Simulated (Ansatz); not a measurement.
`C#CBN=C` and `C#CBO` differ in one atom or group.

Ansatz, PBE0-D4/def2-TZVP geometries, multiplicity 1. Each molecule was computed in one conformer, which needn't be the lowest.

```
                                          property  `C#CBN=C`
             LUMO energy (ωB97M-V/def2-TZVPP) / eV       1.12
size of the dipole moment (ωB97M-V/def2-TZVPP) / D       2.24
               LUMO energy (B3LYP/def2-TZVPP) / eV      -1.34
             HOMO energy (ωB97M-V/def2-TZVPP) / eV      -9.71
                LUMO energy (PBE0/def2-TZVPP) / eV      -1.09
    zero-point energy (PBE0-D4/def2-TZVP) / kJ/mol      164.8
```

**Question.** Give the same properties after the change, and the shifts. (Estimate.)

**Answer.** Ansatz gave: 
```
                                          property  `C#CBO`  shift
             LUMO energy (ωB97M-V/def2-TZVPP) / eV     0.76  -0.36
size of the dipole moment (ωB97M-V/def2-TZVPP) / D     1.99  -0.25
               LUMO energy (B3LYP/def2-TZVPP) / eV    -1.53  -0.19
             HOMO energy (ωB97M-V/def2-TZVPP) / eV   -10.65  -0.94
                LUMO energy (PBE0/def2-TZVPP) / eV    -1.32  -0.23
    zero-point energy (PBE0-D4/def2-TZVP) / kJ/mol    123.3  -41.5
```

With PBE0 the HOMO falls by 0.88 eV and the LUMO falls by 0.23 eV, so the gap widens by about 0.65 eV. PBE moves the HOMO by -0.82 eV and ωB97M-V by -0.94 eV. The zero-point energy changes by -41.5 kJ/mol with -6 modes. Dipoles are sizes alone; their direction can turn.

B3LYP here is the variant with VWN-RPA as its local correlation; programs differ in this.
